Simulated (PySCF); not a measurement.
**Question.** What does the PBE0-D3(BJ)/def2-SVP structure of p-phenylenediamine radical cation, `Nc1ccc(N)cc1` [SMILES of the parent framework; charge +1 and doublet state] look like in three dimensions? (Charge +1 and doublet state.)

**Answer.** 
Z-matrix in Å and degrees, rows numbered from 1:
```
N 
C   1  1.3357
C   2  1.4275  1  120.66
C   3  1.3662  2  120.66  1  -179.99
C   4  1.4275  3  120.65  2     0.01
N   5  1.3357  4  120.67  3   179.97
C   5  1.4275  4  118.69  3    -0.03
C   7  1.3662  5  120.67  4     0.03
H   1  1.0135  2  121.45  3   179.97
H   1  1.0134  2  121.34  3     0.06
H   3  1.0924  2  119.42  1     0.01
H   4  1.0924  3  119.93  2   180.00
H   6  1.0135  5  121.43  4     0.03
H   6  1.0135  5  121.36  4   179.99
H   7  1.0924  5  119.42  4  -179.96
H   8  1.0924  2  119.43  1    -0.03
```

The 6 C–C bonds span 1.366 Å (C7–C8, aromatic) to 1.428 Å (C2–C3, aromatic), a spread of 0.062 Å. Of the pairs four or more bonds apart, H14···H15 is among the closest relative to their van der Waals radii: 2.43 Å, 101 % of the sum of Bondi's values. The 8 heavy atoms lie in one plane (0.000 Å rms). C2 (carbon bonded to 2 C and N) is planar (angles 120.7°, 120.6° and 118.7°, sum 360.0°, 0.00 Å off the plane of its three neighbours).

Method: PySCF 2.14.0, PBE0-D3(BJ)/def2-SVP geometry optimisation, gas phase.

Point group: D2h (every atom within 0.08 Å of its image). No PBE0-D3(BJ)/def2-SVP frequencies stand behind this structure, so it isn't proved a minimum. ⟨S²⟩ = 0.760 (exact for a doublet: 0.75).
